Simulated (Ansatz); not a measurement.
One change: `C[CH2][Ga]([Cl])[Cl]` becomes `C[CH2][Al]([Cl])[Cl]`.

Ansatz, PBE0-D4/def2-TZVP geometries, multiplicity 1. Each molecule was computed in one conformer, which needn't be the lowest.

Scalar relativity is left out up to krypton.

```
                                          property  `C[CH2][Ga]([Cl])[Cl]`
             HOMO–LUMO gap (B3LYP/def2-TZVPP) / eV                    6.76
                HOMO energy (PBE0/def2-TZVPP) / eV                   -8.41
                 LUMO energy (PBE/def2-TZVPP) / eV                   -1.95
  size of the dipole moment (B3LYP/def2-TZVPP) / D                    3.02
                 HOMO energy (PBE/def2-TZVPP) / eV                   -7.16
size of the dipole moment (ωB97M-V/def2-TZVPP) / D                    2.96
```

(1) Give the same properties after the change, and the shifts. (Best estimate.)

Answers

(1) Ansatz gave: 
| property | `C[CH2][Al]([Cl])[Cl]` | shift |
| --- | --- | --- |
| HOMO–LUMO gap (B3LYP/def2-TZVPP) / eV | 7.02 | 0.26 |
| HOMO energy (PBE0/def2-TZVPP) / eV | -8.31 | 0.10 |
| LUMO energy (PBE/def2-TZVPP) / eV | -1.65 | 0.30 |
| size of the dipole moment (B3LYP/def2-TZVPP) / D | 2.11 | -0.91 |
| HOMO energy (PBE/def2-TZVPP) / eV | -7.04 | 0.12 |
| size of the dipole moment (ωB97M-V/def2-TZVPP) / D | 2.09 | -0.87 |

With PBE0 the HOMO rises by 0.10 eV and the LUMO rises by 0.30 eV, so the gap widens by about 0.20 eV. PBE moves the HOMO by 0.12 eV and ωB97M-V by 0.06 eV. Dipoles are sizes alone; their direction can turn.

B3LYP here is the variant with VWN-RPA as its local correlation; programs differ in this.
